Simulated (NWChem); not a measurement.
Everything below was run with NWChem. System: boron oxyfluoride (BFO), charge 0, spin multiplicity 1, at a geometry optimised with PBE0/def2-SVP. Level: CCSD linear response/def2-SVPD, 3 core orbitals frozen.

Input file:

```
start mol
memory heap 100 mb stack 700 mb global 1900 mb
geometry units angstroms nocenter noautoz
  F      0.000000     0.000000    -1.196212
  B      0.000000     0.000000     0.086519
  O      0.000000     0.000000     1.291664
  symmetry group C2v
end
basis spherical
  * library def2-svpd
end
scf
  rhf
  nopen 0
  maxiter 100
  thresh 1e-7
  semidirect memsize 60000000 filesize 0
end
tce
  freeze core 3
  ccsd
  thresh 1e-6
  tilesize 24
end
set tce:lineresp T
set tce:afreq 0.0773
set tce:respaxis T T T
task tce energy
```

Output (cleaned and shortened):

```
             Northwest Computational Chemistry Package (NWChem) 7.3.0
             --------------------------------------------------------

                                NWChem Input Module
                                -------------------

 Scaling coordinates for geometry "geometry" by  1.889725989
 (inverse scale =  0.529177249)

 Turning off AUTOSYM since
 SYMMETRY directive was detected!

                             Geometry "geometry" -> ""
                             -------------------------

 Output coordinates in angstroms (scale by  1.889725989 to convert to a.u.)

  No.       Tag          Charge          X              Y              Z
 ---- ---------------- ---------- -------------- -------------- --------------
    1 F                    9.0000     0.00000000     0.00000000    -1.19621200
    2 B                    5.0000     0.00000000     0.00000000     0.08651900
    3 O                    8.0000     0.00000000     0.00000000     1.29166400

 Effective nuclear repulsion energy (a.u.)      51.4427896179

            Nuclear Dipole moment (a.u.)
            ----------------------------
        X                 Y               Z
 ---------------- ---------------- ----------------
     0.0000000000     0.0000000000    -0.0000018897

      Symmetry information
      --------------------

 Group name             C2v
 Group number             16
 Group order               4
 No. of unique centers     3

      Symmetry unique atoms

     1    2    3


 Summary of "ao basis" -> "" (spherical)
 ------------------------------------------------------------------------------
       Tag                 Description            Shells   Functions and Types
 ---------------- ------------------------------  ------  ---------------------
 *                         def2-svpd                  on all atoms

 Summary of "ao basis" -> "ao basis" (spherical)
 ------------------------------------------------------------------------------
       Tag                 Description            Shells   Functions and Types
 ---------------- ------------------------------  ------  ---------------------
[...]
 ---------------------------------------------
 Iter          Residuum            Cpu    Wall
 ---------------------------------------------
    1          0.9890025268912     0.7     0.7
    2          1.3780810534509     0.7     0.7
    3          0.6364788643312     0.7     0.7
    4          0.4394616691647     0.7     0.7
    5          0.2537222763631     0.7     0.7
    6          0.0418107089965     0.7     0.7
    7          0.0181851860509     0.7     0.7
    8          0.0096695775002     0.7     0.7
    9          0.0059397157878     0.7     0.7
   10          0.0036275900551     0.9     0.9
   11          0.0007594220603     1.1     1.1
   12          0.0005126661814     0.9     0.9
   13          0.0002917411365     0.7     0.7
   14          0.0002051644909     0.7     0.7
   15          0.0001357977330     0.7     0.7
   16          0.0000260601757     0.7     0.7
   17          0.0000129110707     0.7     0.7
   18          0.0000063802081     0.7     0.7
   19          0.0000038016275     0.7     0.7
   20          0.0000022952115     0.7     0.7
   21          0.0000007085499     0.7     0.7
 ---------------------------------------------
 Iterations converged

 Frequency =      -0.0773000 / au

 CCSD-LR iterations
 ---------------------------------------------
 Iter          Residuum            Cpu    Wall
 ---------------------------------------------
    1          0.9890025268912     0.7     0.7
    2          1.5774558921998     0.7     0.7
    3          0.3336595629743     0.7     0.7
    4          0.3850621506279     0.7     0.7
    5          0.1371263015249     0.7     0.7
    6          0.0287049738015     0.7     0.7
    7          0.0109510897854     0.7     0.7
    8          0.0052767920848     0.7     0.7
    9          0.0029682465062     0.7     0.7
   10          0.0015389435862     1.0     1.0
   11          0.0001733834775     0.7     0.7
   12          0.0001172234288     0.7     0.7
   13          0.0000416169022     0.7     0.7
   14          0.0000339096936     0.7     0.7
   15          0.0000155775671     0.7     0.7
   16          0.0000027699347     0.7     0.7
   17          0.0000014215551     0.7     0.7
   18          0.0000006037316     0.7     0.7
 ---------------------------------------------
 Iterations converged

 CCSD-LR dipole moments / hartree & Debye
 --------------------------------
 X      -0.0000000     -0.0000000
 Y       0.0000000      0.0000000
 Z       0.8143729      2.0699452
 --------------------------------

 CCSD Linear Response polarizability / au
 Frequency  =       0.0773000 / au
 Wavelength =     589.4353558 / nm
 -------------------------------------------------------|-----------------------------------------------
                     atomic units (bohr^3)              |                   angstroms^3
                  X              Y              Z       |             X              Y              Z
 -------------------------------------------------------|-----------------------------------------------
 X           14.4092398     -0.0000000     -0.0000000   |      2.1352295     -0.0000000     -0.0000000
 Y           -0.0000000     14.4092398     -0.0000000   |     -0.0000000      2.1352295     -0.0000000
 Z           -0.0000000     -0.0000000     22.7621720   |     -0.0000000     -0.0000000      3.3730066
 -------------------------------------------------------|-----------------------------------------------
 Eigs =      14.4092398     14.4092398     22.7621720   |      2.1352295      2.1352295      3.3730066
 Isotropic   =              17.1935506                  |                     2.5478219
 Anisotropic =               8.3529322                  |                     1.2377771
 -------------------------------------------------------|-----------------------------------------------

 Task  times  cpu:      111.5s     wall:      111.5s

 Total times  cpu:      111.5s     wall:      111.5s
```
